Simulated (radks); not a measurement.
Question: The mercury ion Hg22+, 58 electrons, occupied as [Kr] 4d10 4f12. Calculated with a radial shooting solver on a logarithmic mesh with Libxc functionals: non-relativistic Kohn-Sham, PBE, spin-polarised, spherical densities, point nucleus; open shells are filled with parallel spins first (spin-orbit coupling, left out, can overturn this in heavy ions); relativity is left out, which matters for an element this heavy. Some entries of the table are withheld. Estimate them.

orbital  occ.  eigenvalue (eV)  <1/r> (bohr^-1)  <r> (bohr)
1s down     1        -75603.09            79.45     0.01892
1s up       1        -75603.09            79.45     0.01892
2s up       1        -13135.74            18.71     0.07965
2s down     1        -13135.62            18.71     0.07965
2p up       3        -12658.73            18.75     0.06729
2p down     3        -12658.67            18.75     0.06729
3s up       1        -3525.396            7.268      0.2006
3s down     1        -3523.091            7.270      0.2005
3p up       3        -3299.904            7.223      0.1910
3p down     3        -3297.825            7.226      0.1909
3d up       5        -2879.473            7.156      0.1666
3d down     5        -2878.003            7.159      0.1666
4s up       1        -1179.173            3.239      0.4340
4s down     1        -1176.474            3.237      0.4342
4p up       3        -1080.566            3.160      0.4359
4p down     3        -1077.869            3.158      0.4362
4d up       5        -899.0881            3.002         (1)
4d down     5        -896.3519            2.998         (2)
4f up       7        -654.6760            2.739         (3)
4f down     5        -651.7050            2.735         (4)
5s up       0        -557.4316            1.622      0.8426
5s down     0        -556.2779            1.619      0.8436
5p up       0        -517.3620            1.564      0.8673
5p down     0        -516.2599            1.562      0.8684

Answer: 
(1) 4d up <r> (bohr): 0.4374
(2) 4d down <r> (bohr): 0.4378
(3) 4f up <r> (bohr): 0.4337
(4) 4f down <r> (bohr): 0.4345
